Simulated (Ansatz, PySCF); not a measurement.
Species: BaF₂, net charge 0, singlet state. 
Structure (B3LYP-D3(BJ)/def2-TZVP (Ansatz, a quantum-chemistry and plane-wave program) minimum search):
```
Ba
F 1 2.2273
F 1 2.2273 2 120.58
```
Charge 0, spin multiplicity 1.

Dipole moments at this geometry, in debye (magnitudes).

| level | program | dipole (D) |
|---|---|---|
| PBE/def2-TZVPD | PySCF | 6.54 |
| revPBE/def2-TZVPD | Ansatz | 6.49 |
| TPSS/def2-TZVPD | PySCF | 6.64 |
| B97M-V/def2-TZVPD | Ansatz | 6.80 |
| B3LYP/def2-TZVPD | Ansatz | 6.75 |
| TPSSh/def2-TZVPD | PySCF | 6.74 |
| r2SCANh/def2-TZVPD | Ansatz | 6.77 |
| r2SCAN0/def2-TZVPD | Ansatz | 6.87 |
| MN15/def2-TZVPD | PySCF | 6.91 |
| HSE06/def2-TZVPD | Ansatz | 6.74 |
| LC-wPBE/def2-TZVPD | Ansatz | 6.92 |
| wB97M-V/def2-TZVPD | Ansatz | 6.88 |
| CCSD(T)/def2-SVPD | Ansatz | 7.12 |
